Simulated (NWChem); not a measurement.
Correlation energy of BO

SMILES: [B]=O
```xyz
2

B      0.0000     0.0000     0.7405
O      0.0000     0.0000    -0.4628
```
Charge 0, spin multiplicity 2.

All runs are NWChem calculations. The geometry was optimised at UB3LYP/def2-SVP, a minimum by its harmonic frequencies.

Basis set: def2-SVP. Each correlation energy counts from its own Hartree-Fock reference.

The correlated methods keep 2 core orbitals frozen. The structure started from a generated list of species. The unpaired electrons of the parent sit in orbitals of symmetry a1 (C2v labels of the run); other states weren't searched. No SCF solution was tested for a lower state. Open-shell Hartree-Fock references start from PBE0 orbitals. No row is a measurement; the coupled-cluster row has its own basis-set and correlation limits.

**Question.** One of these methods gave a correlation energy of -257.4 mHa. Which?
A) CCSD[T] on ROHF
B) CCSD on UHF
C) CCSD(T) on ROHF
D) CCSD(T) on UHF

**Answer.** C, CCSD(T) on ROHF. The others give -253.3 (CCSD(T) on UHF), -259.6 (CCSD[T] on ROHF), -244.4 (CCSD on UHF).
